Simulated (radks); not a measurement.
The numbers below are computed, except where a source is named.
Effect of the nuclear size on neutral erbium, [Xe] 4f12 6s2. Level of theory: Dirac Kohn-Sham, exchange-only LDA, spin-unpolarised, spherical densities, finite nucleus; open shells fill j = l - 1/2 first; Fermi nuclear charge, rms radius 5.2516 fm (a radial shooting solver on a logarithmic mesh with Libxc functionals). The rms radius is varied about that value; shifts are against it.

[
 {"rms radius (fm)": "4.3746", "total energy shift (eV)": "-9.86", "density at nucleus (e/bohr^3)": "9.164e+05", "1s1/2 shift (meV)": "-4040", "2s1/2 shift (meV)": "-539", "5s1/2 shift (meV)": "-4.12", "5p1/2 shift (meV)": "0.415", "6s1/2 shift (meV)": "-0.149", "4f7/2 shift (meV)": "0.707", "6p1/2 (empty) shift (meV)": "0.122"},
 {"rms radius (fm)": "4.9365", "total energy shift (eV)": "-3.69", "density at nucleus (e/bohr^3)": "8.849e+05", "1s1/2 shift (meV)": "-1510", "2s1/2 shift (meV)": "-202", "5s1/2 shift (meV)": "-1.54", "5p1/2 shift (meV)": "0.155", "6s1/2 shift (meV)": "-0.056", "4f7/2 shift (meV)": "0.265", "6p1/2 (empty) shift (meV)": "0.046"},
 {"rms radius (fm)": "5.2516", "total energy shift (eV)": "0", "density at nucleus (e/bohr^3)": "8.692e+05", "1s1/2 shift (meV)": "0.000", "2s1/2 shift (meV)": "0.000", "5s1/2 shift (meV)": "0.000", "5p1/2 shift (meV)": "0.000", "6s1/2 shift (meV)": "0.000", "4f7/2 shift (meV)": "0.000", "6p1/2 (empty) shift (meV)": "0.000"},
 {"rms radius (fm)": "5.4879", "total energy shift (eV)": "2.87", "density at nucleus (e/bohr^3)": "8.582e+05", "1s1/2 shift (meV)": "1180", "2s1/2 shift (meV)": "157", "5s1/2 shift (meV)": "1.20", "5p1/2 shift (meV)": "-0.121", "6s1/2 shift (meV)": "0.043", "4f7/2 shift (meV)": "-0.206", "6p1/2 (empty) shift (meV)": "-0.035"},
 {"rms radius (fm)": "5.8135", "total energy shift (eV)": "6.98", "density at nucleus (e/bohr^3)": "8.44e+05", "1s1/2 shift (meV)": "2860", "2s1/2 shift (meV)": "382", "5s1/2 shift (meV)": "2.92", "5p1/2 shift (meV)": "-0.293", "6s1/2 shift (meV)": "0.106", "4f7/2 shift (meV)": "-0.501", "6p1/2 (empty) shift (meV)": "-0.086"}
]

Slopes of the eigenvalues against <r^2> in GHz/fm^2, as finite differences over the two radii next to the reference (eigenvalue slopes, not the field-shift constants of lines): 1s1/2 113000, 2s1/2 15100, 5s1/2 115, 5p1/2 -11.6, 6s1/2 4.17, 4f7/2 -19.8, 6p1/2 (empty) -3.41.
